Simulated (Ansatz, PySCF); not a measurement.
B(OH)2(OSiH3) (BH5O3Si), SMILES OB(O[SiH3])O. Atoms are numbered in the order given.

```xyz
10

B      0.0461    -0.9557     0.0000
O      0.8299    -2.0716     0.0000
H      0.3525    -2.9035     0.0000
O     -1.3260    -0.9600     0.0000
H     -1.7457    -1.8228     0.0000
O      0.6736     0.2507     0.0000
Si     0.0155     1.7854     0.0000
H     -0.8165     2.0084    -1.2190
H     -0.8165     2.0084     1.2190
H      1.1584     2.7396     0.0000
```

The structure is a stationary point at PBE0-D3(BJ)/def2-SVP. One conformer was computed; it need not be the lowest.

Vertical ionisation energy (IE) and electron affinity (EA) in eV. Rows of orbital energies are one-electron estimates. Where ΔSCF, EOM or ADC give a negative EA the extra electron is unbound and the value depends on the basis.

```tsv
level	IE	EA
−ε(HOMO), −ε(LUMO), r2SCAN/def2-TZVP (PySCF)	7.70	0.29
−ε(HOMO), −ε(LUMO), PBE/def2-TZVP (PySCF)	7.33	0.92
ΔSCF, PBE0/def2-SVPD (Ansatz), final states of multiplicity 2 and 2	11.00	-0.61
ΔSCF, PBE/def2-SVPD (Ansatz), final states of multiplicity 2 and 2	10.48	-0.45
```

**Question.** What vertical singlet–triplet gap does ΔSCF give with PBE0/def2-SVPD (Ansatz, a program for electronic structure) and with PBE/def2-SVPD (Ansatz)? (An estimate is asked for; the answer gives what the named calculation found.)

**Answer.** 7.18 and 6.48 eV (triplet above singlet where positive).
